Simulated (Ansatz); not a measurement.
Mulliken charges of `SB[SiH2][SbH2]` from B3LYP/def2-TZVPP in Ansatz (PBE0-D4/def2-TZVP geometry).

```json
{"atom": "S1", "x (Å)": "-1.062", "y (Å)": "-0.038", "z (Å)": "-2.203", "charge (e)": "-0.109"}
{"atom": "B2", "x (Å)": "-1.035", "y (Å)": "-0.298", "z (Å)": "-0.455", "charge (e)": "0.032"}
{"atom": "Si3", "x (Å)": "0.603", "y (Å)": "-1.053", "z (Å)": "0.387", "charge (e)": "0.020"}
{"atom": "Sb4", "x (Å)": "1.856", "y (Å)": "0.960", "z (Å)": "1.421", "charge (e)": "0.225"}
{"atom": "H5", "x (Å)": "-2.252", "y (Å)": "0.578", "z (Å)": "-2.330", "charge (e)": "0.108"}
{"atom": "H6", "x (Å)": "-1.962", "y (Å)": "0.047", "z (Å)": "0.212", "charge (e)": "0.049"}
{"atom": "H7", "x (Å)": "1.547", "y (Å)": "-1.716", "z (Å)": "-0.555", "charge (e)": "-0.067"}
{"atom": "H8", "x (Å)": "0.308", "y (Å)": "-1.991", "z (Å)": "1.505", "charge (e)": "-0.066"}
{"atom": "H9", "x (Å)": "0.399", "y (Å)": "1.602", "z (Å)": "2.042", "charge (e)": "-0.098"}
{"atom": "H10", "x (Å)": "1.681", "y (Å)": "1.858", "z (Å)": "-0.022", "charge (e)": "-0.094"}
```

Task: By hand: the dipole of these point charges (1 e Å = 4.8032 D).

Result: Σ q r = (-0.148, 0.169, 0.052) e Å, of length 0.231 e Å = 1.11 D.

Task: How does the dipole of the full density compare? (Estimate.)

Result: Computed: (-0.152, 0.051, -0.038) e Å, 0.79 D; the point charges give 1.41 times that, at 40° from its direction.

Point charges leave out the atoms' own dipoles, such as those of lone pairs, and Mulliken's split depends on the basis, so the two needn't agree.

B3LYP here is the variant with VWN-RPA as its local correlation; programs differ in this.
